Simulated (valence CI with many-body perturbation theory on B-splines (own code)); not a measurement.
**Co XXI: calculated level list**

Method: configuration interaction combined with many-body perturbation theory (CI+MBPT): five valence electrons over a frozen Dirac-Fock core [He], a basis of 11 s, 11 p, 10 d, 8 f, 5 g, 2 h functions for each j, with the one-electron correlation potential Σ1, the two-electron term Σ2, the three-electron term Σ3, Breit, model QED; selected CI, second order for the rest, scaled by the run's own slope (own B-spline code, finite nucleus).

No measured levels were compared; by estimate levels of excited configurations hold to 0.05 to 0.15 % of their energy, terms of the ground configuration to about 0.5 %. Among the levels kept, up to 5400 cm⁻¹ of a level comes from second order outside the variational space, and about a tenth of that is noise between levels of different J, which matters for small intervals.

Levels 136 to 180 of 204, with energies above the lowest level, 2s²2p³ ⁴S°_3/2. "Leading %" is the weight of the configuration and term that name the level; weights of strongly mixed levels are sums over their largest components and can fall short. Lifetimes count E1, E2, E3, M1 and M2 decay at the calculated energies, and are blank where another channel may lead or the interval is too uncertain; long ones can be off by a factor of two.

```
No.  Configuration  Term     J  E (× 10³ cm⁻¹)  Leading %  Lifetime  Second component
136        2s2p³3d   ⁴F°   7/2          9169.2         54    711 fs  39 % 2s2p³3d ⁴G°
137        2s2p³3d   ⁴G°   5/2          9179.5         68   1.33 ps  18 % 2s2p³3d ⁴F°
138        2s2p³3d   ⁴F°   7/2          9184.1         46    446 fs  42 % 2s2p³3d ⁴G°
139        2s2p³3d   ⁴G°   9/2          9184.4         78    110 ps  15 % 2s2p³3d ⁴F°
140        2s2p³3d   ⁴D°   1/2          9197.8         88    218 fs                  
141        2s2p³3p    ²S   1/2          9200.9         62    165 fs   12 % 2s2p³3p ²P
142        2s2p³3d   ⁴F°   9/2          9201.9         98    101 ps                  
143        2s2p³3d   ⁴D°   3/2          9203.5         68    112 fs  10 % 2s2p³3d ²P°
144        2s2p³3s   ²P°   3/2          9208.6         75    370 fs  15 % 2s2p³3s ⁴S°
145        2s2p³3d   ⁴G°  11/2          9211.3        100    143 ps                  
146        2s2p³3s   ²P°   1/2          9212.3         64    254 fs  18 % 2s2p³3s ²S°
147        2s2p³3d   ²S°   1/2          9217.1         52    577 fs  31 % 2s2p³3d ⁴P°
148        2s2p³3d   ⁴D°   5/2          9217.2         58   58.1 fs  36 % 2s2p³3d ⁴P°
149        2s2p³3d   ²G°   7/2          9226.7         49    193 fs  33 % 2s2p³3d ⁴D°
150        2s2p³3p    ⁴P   3/2          9235.7         54    716 fs   23 % 2s2p³3p ²P
151        2s2p³3d   ⁴D°   7/2          9239.1         59   65.8 fs  34 % 2s2p³3d ²G°
152        2s2p³3p    ²P   1/2          9239.4         47    583 fs   44 % 2s2p³3p ⁴P
153        2s2p³3d   ²G°   9/2          9244.6         85   51.6 ps   8 % 2s2p³3d ⁴G°
154        2s2p³3d   ⁴P°   3/2          9250.7         53   88.1 fs  22 % 2s2p³3d ⁴S°
155        2s2p³3d   ⁴P°   5/2          9251.6         59   40.0 fs  34 % 2s2p³3d ⁴D°
156        2s2p³3d   ⁴P°   1/2          9257.6         64   96.8 fs  29 % 2s2p³3d ²S°
157        2s2p³3d   ²D°   5/2          9258.3         62    122 fs  21 % 2s2p³3d ²F°
158        2s2p³3p    ⁴P   5/2          9261.9         75    461 fs   14 % 2s2p³3p ²D
159        2s2p³3d   ⁴P°   3/2          9262.3         42   49.5 fs  35 % 2s2p³3d ²P°
160        2s2p³3d   ⁴S°   3/2          9279.0         48   40.7 fs  20 % 2s2p³3d ²P°
161        2s2p³3d   ²P°   1/2          9282.7         83   80.5 fs   8 % 2s2p³3d ⁴D°
162        2s2p³3p    ²P   3/2          9282.9         58    534 fs   28 % 2s2p³3p ⁴P
163        2s2p³3p    ²P   1/2          9284.4         44    370 fs   33 % 2s2p³3p ⁴P
164        2s2p³3p    ²F   5/2          9293.1         80    322 fs   15 % 2s2p³3p ²D
165        2s2p³3p    ²F   7/2          9311.2         90    671 fs    8 % 2s2p³3p ⁴D
166        2s2p³3d   ²D°   3/2          9313.5         74   64.9 fs   6 % 2s2p³3d ²P°
167        2s2p³3d   ²F°   7/2          9321.1         82   89.8 fs   6 % 2s2p³3d ⁴D°
168        2s2p³3d   ²F°   5/2          9324.6         53   57.8 fs  32 % 2s2p³3d ²D°
169        2s2p³3p    ²D   3/2          9336.1         85    740 fs    8 % 2s2p³3p ²P
170        2s2p³3d   ⁴F°   3/2          9340.7         84    493 fs   9 % 2s2p³3d ²D°
171        2s2p³3d   ⁴F°   5/2          9342.2         69    327 fs  14 % 2s2p³3d ⁴D°
172        2s2p³3p    ²D   5/2          9344.6         88   2.02 ps    7 % 2s2p³3p ⁴P
173        2s2p³3d   ⁴F°   7/2          9345.5         61    580 fs  16 % 2s2p³3d ⁴D°
174        2s2p³3d   ⁴F°   9/2          9361.4         67   43.2 ps  18 % 2s2p³3d ²G°
175        2s2p³3d   ⁴P°   5/2          9366.3         61    589 fs  14 % 2s2p³3d ⁴D°
176        2s2p³3d   ⁴P°   1/2          9370.8         45   52.4 fs  41 % 2s2p³3d ⁴D°
177        2s2p³3d   ⁴P°   3/2          9371.2         37   62.0 fs  29 % 2s2p³3d ⁴D°
178        2s2p³3p    ²P   3/2          9372.4         55    352 fs   37 % 2s2p³3p ²D
179        2s2p³3d   ⁴D°   1/2          9384.7         42   50.7 fs  33 % 2s2p³3d ⁴P°
180        2s2p³3d   ²D°   3/2          9386.0         58    216 fs  16 % 2s2p³3d ⁴P°
```

Names give the largest LS component (configuration and term), which can be under half, so a name can repeat, a term be missing and a line seem to break the LS rules; names also repeat where a configuration has a term twice.

Where two levels of one J and parity lie close, their mixing, g and order are uncertain.
